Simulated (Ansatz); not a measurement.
Basis-set extrapolation for FH₇Si₃ (`F[SiH]([SiH3])[SiH3]`) (PBE0-D4/def2-TZVP geometry, frozen core, Ansatz). Multiplicity 1, RHF reference.

|  | def2-TZVPP | def2-QZVPP |
| --- | --- | --- |
| HF | -970.440531 | -970.472555 |
| MP2 correlation | -0.626536 | -0.679337 |
| CCSD(T) correlation | -0.711280 | not run |

Energies in hartree. Use E(X) = E(∞) + A·exp(−7.88·√X) for Hartree–Fock and E(X) = E(∞) + B·X^(−2.97) for correlation, with X = 3 and 4, and add CCSD(T) minus MP2 of the smaller set to the MP2 limit.

Problem. What is the CCSD(T) energy at the basis-set limit?

Solution. HF limit: -970.472555 + (-0.032024) × 0.13774 = -970.47697. MP2 limit: -0.679337 + (-0.052801) × 0.74074 = -0.71845. Higher-order term: -0.711280 − (-0.626536) = -0.08474. Total: -971.28016 hartree, 337.0 kJ/mol below CCSD(T)/def2-TZVPP.
